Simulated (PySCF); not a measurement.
B(H)(F)(OMe) (CH4BFO), SMILES COBF.

The structure is a stationary point at ωB97X-D3(BJ)/def2-SVP. The geometry has at least one imaginary mode, so it is a saddle point at that level. The values are those of a single conformer.

Calculation: ωB97X-D3(BJ)/def2-SVP run with PySCF.

Harmonic, unscaled wavenumbers; measured fundamentals usually lie a few per cent lower.

Computed harmonic wavenumbers and intensities:
```json
[
 {"mode": "1", "ν (cm⁻¹)": "51i", "IR (km/mol)": "0.0", "Raman (Å⁴/amu)": "0.0", "depolarisation": "–", "moving atoms (share of kinetic energy)": "H 94 %"},
 {"mode": "2", "ν (cm⁻¹)": "223", "IR (km/mol)": "7.6", "Raman (Å⁴/amu)": "0.3", "depolarisation": "0.36", "moving atoms (share of kinetic energy)": "F 36 %, C 34 %, H 20 %, O 9 %"},
 {"mode": "3", "ν (cm⁻¹)": "294", "IR (km/mol)": "9.0", "Raman (Å⁴/amu)": "1.6", "depolarisation": "0.75", "moving atoms (share of kinetic energy)": "H 38 %, O 31 %, B 21 %"},
 {"mode": "4", "ν (cm⁻¹)": "626", "IR (km/mol)": "11.5", "Raman (Å⁴/amu)": "1.0", "depolarisation": "0.75", "moving atoms (share of kinetic energy)": "O 42 %, F 29 %, B 19 %, H 9 %"},
 {"mode": "5", "ν (cm⁻¹)": "921", "IR (km/mol)": "63.3", "Raman (Å⁴/amu)": "1.6", "depolarisation": "0.75", "moving atoms (share of kinetic energy)": "H 57 %, B 39 %"},
 {"mode": "6", "ν (cm⁻¹)": "975", "IR (km/mol)": "7.9", "Raman (Å⁴/amu)": "10.8", "depolarisation": "0.33", "moving atoms (share of kinetic energy)": "C 38 %, H 27 %, B 18 %, O 16 %"},
 {"mode": "7", "ν (cm⁻¹)": "1109", "IR (km/mol)": "16.4", "Raman (Å⁴/amu)": "5.2", "depolarisation": "0.41", "moving atoms (share of kinetic energy)": "H 60 %, F 21 %, B 17 %"},
 {"mode": "8", "ν (cm⁻¹)": "1184", "IR (km/mol)": "0.6", "Raman (Å⁴/amu)": "2.2", "depolarisation": "0.75", "moving atoms (share of kinetic energy)": "H 76 %, C 19 %"},
 {"mode": "9", "ν (cm⁻¹)": "1192", "IR (km/mol)": "24.2", "Raman (Å⁴/amu)": "3.4", "depolarisation": "0.70", "moving atoms (share of kinetic energy)": "H 66 %, C 20 %, O 10 %"},
 {"mode": "10", "ν (cm⁻¹)": "1251", "IR (km/mol)": "151.2", "Raman (Å⁴/amu)": "0.6", "depolarisation": "0.64", "moving atoms (share of kinetic energy)": "O 27 %, B 27 %, H 25 %, F 12 %, C 10 %"},
 {"mode": "11", "ν (cm⁻¹)": "1431", "IR (km/mol)": "293.3", "Raman (Å⁴/amu)": "2.8", "depolarisation": "0.35", "moving atoms (share of kinetic energy)": "H 45 %, B 30 %, C 12 %, O 12 %"},
 {"mode": "12", "ν (cm⁻¹)": "1481", "IR (km/mol)": "13.4", "Raman (Å⁴/amu)": "14.3", "depolarisation": "0.75", "moving atoms (share of kinetic energy)": "H 96 %"},
 {"mode": "13", "ν (cm⁻¹)": "1487", "IR (km/mol)": "6.5", "Raman (Å⁴/amu)": "17.4", "depolarisation": "0.75", "moving atoms (share of kinetic energy)": "H 97 %"},
 {"mode": "14", "ν (cm⁻¹)": "1530", "IR (km/mol)": "217.5", "Raman (Å⁴/amu)": "2.8", "depolarisation": "0.64", "moving atoms (share of kinetic energy)": "H 47 %, B 32 %, O 17 %"},
 {"mode": "15", "ν (cm⁻¹)": "2693", "IR (km/mol)": "162.4", "Raman (Å⁴/amu)": "88.5", "depolarisation": "0.18", "moving atoms (share of kinetic energy)": "H 91 %, B 9 %"},
 {"mode": "16", "ν (cm⁻¹)": "3066", "IR (km/mol)": "33.9", "Raman (Å⁴/amu)": "119.1", "depolarisation": "0.01", "moving atoms (share of kinetic energy)": "H 97 %"},
 {"mode": "17", "ν (cm⁻¹)": "3160", "IR (km/mol)": "22.4", "Raman (Å⁴/amu)": "55.5", "depolarisation": "0.75", "moving atoms (share of kinetic energy)": "H 90 %, C 10 %"},
 {"mode": "18", "ν (cm⁻¹)": "3186", "IR (km/mol)": "16.9", "Raman (Å⁴/amu)": "72.7", "depolarisation": "0.68", "moving atoms (share of kinetic energy)": "H 90 %, C 10 %"}
]
```
